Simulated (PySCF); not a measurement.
## Telling isomers of C5H3F2N apart by NMR

Level of theory: couplings computed with B3LYP/pcJ-1 (spin–dipole term left out of most H,H and C,H couplings), PBE0/pcSseg-1 with gauge-including orbitals, PBE0-D3(BJ)/def2-SVP geometry, in PySCF 2.14.0 with density-fitted response routines (no relativistic terms, equivalent nuclei averaged, one conformer, gas phase).

Chemical shifts δ = σref − σ; ¹H (σ = 31.27 ppm) and ¹³C (σ = 184.41 ppm) against TMS, all at this level. Multiplet labels drop J under 1 Hz and among equivalent protons, and merge close values. Unscaled 3J(H,H) run several per cent high. One-bond C–F couplings are unscaled and too large by tens of Hz. Shifts are as computed. Against solution values, carbons near 30 ppm lie about +2 ppm off and those near 130 ppm about +5 ppm. Of 1211 compounds with measured shifts, 218 miss one by over three times the rms of a fit or turn the order of signals round; such compounds aren't used in these exercises.

(1) Tabulate the signals of `Fc1ccc(F)nc1`, `Fc1cccc(F)n1` and their relative energies.

(2) What is the quickest way to tell Fc1ccc(F)nc1 from Fc1cccc(F)n1?

Answers

(1) 
| SMILES | carbon types | δC | δH | E rel. (kcal/mol) |
| --- | --- | --- | --- | --- |
| Fc1ccc(F)nc1 | 2×C 3×CH | 165.5, 164.0, 141.2, 132.4, 114.6 | 8.26 (dd, 1H), 7.48 (m, 1H), 6.82 (ddd, 1H) | 7.7 |
| Fc1cccc(F)n1 | 2×C 3×CH | 169.2, 149.7, 109.7 | 7.86 (tt, 1H), 6.70 (m, 2H) | 0.0 |

Energies are electronic energies at PBE0/pcSseg-1 on these geometries, without zero-point or thermal terms, each for the one conformer computed, which needn't be the lowest.

(2) Count the carbon signals: 5 against 3. The first has an aromatic CH at 132.4 ppm, the second an aromatic CH at 149.7 ppm. Their most deshielded carbons lie at 165.5 and 169.2 ppm. In the proton spectra the most deshielded non-exchanging signals are 8.26 (dd, J = 3.1, 2.3 Hz, 1H) and 7.86 (tt, J = 8.8, 7.4 Hz, 1H).
